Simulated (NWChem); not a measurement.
System meant: SiH$_{2}$O$_{2}$BrF; SMILES [Si](O)(Br)(O)F

Input file for NWChem:

```
start job
memory heap 200 mb stack 900 mb global 1100 mb
geometry units angstroms noautoz
  O      1.543510     1.234728     0.485673
  Si     0.029813     0.783774     0.015323
  O     -0.290270     1.472434    -1.456283
  F     -1.099928     1.274337     1.082113
  Br    -0.049499    -1.424959    -0.002328
  H      1.791585     2.139380     0.222285
  H     -1.195406     1.364488    -1.797262
end
basis spherical
  O library def2-svp
  Si library def2-svp
  F library def2-svp
  Br library def2-svp
  H library def2-svp
end
dft
  odft
  mult 2
  xc b3lyp
  iterations 150
  mulliken
end
task dft energy
```

End of the output:

```
 Summary of "ao basis" -> "" (spherical)
 ------------------------------------------------------------------------------
       Tag                 Description            Shells   Functions and Types
 ---------------- ------------------------------  ------  ---------------------
 O                          def2-svp                 6       14   3s2p1d
 Si                         def2-svp                 8       18   4s3p1d
 F                          def2-svp                 6       14   3s2p1d
 Br                         def2-svp                12       32   5s4p3d
 H                          def2-svp                 3        5   2s1p

                                 NWChem DFT Module
                                 -----------------

 Summary of "ao basis" -> "ao basis" (spherical)
 ------------------------------------------------------------------------------
       Tag                 Description            Shells   Functions and Types
 ---------------- ------------------------------  ------  ---------------------
 O                          def2-svp                 6       14   3s2p1d
 Si                         def2-svp                 8       18   4s3p1d
 F                          def2-svp                 6       14   3s2p1d
 Br                         def2-svp                12       32   5s4p3d
 H                          def2-svp                 3        5   2s1p

  number of electrons :                   76
  multiplicity        :                    2
 ------------------------------------------------------------------------
  no. of electrons and multiplicity not compatible                  76
 ------------------------------------------------------------------------
 ------------------------------------------------------------------------
  current input line :
    26: task dft energy
 ------------------------------------------------------------------------
 ------------------------------------------------------------------------
 There is an error in the input file
 ------------------------------------------------------------------------
 For more information see the NWChem manual at https://nwchemgit.github.io

0: no. of electrons and multiplicity not compatible:Received an Error in Communication
```

Problem. Can this run be used? If not, why, and what is the fix?

Solution. The program refused the input. Cause: the multiplicity doesn't fit the number of electrons (an even count wants an odd multiplicity, and the reverse). This input runs:
```
start job
memory heap 200 mb stack 900 mb global 1100 mb
geometry units angstroms noautoz
  O      1.543510     1.234728     0.485673
  Si     0.029813     0.783774     0.015323
  O     -0.290270     1.472434    -1.456283
  F     -1.099928     1.274337     1.082113
  Br    -0.049499    -1.424959    -0.002328
  H      1.791585     2.139380     0.222285
  H     -1.195406     1.364488    -1.797262
end
basis spherical
  * library def2-svp
end
dft
  xc b3lyp
  iterations 150
  mulliken
end
task dft energy
```
It converges to -3114.78905 Ha (B3LYP/def2-SVP).
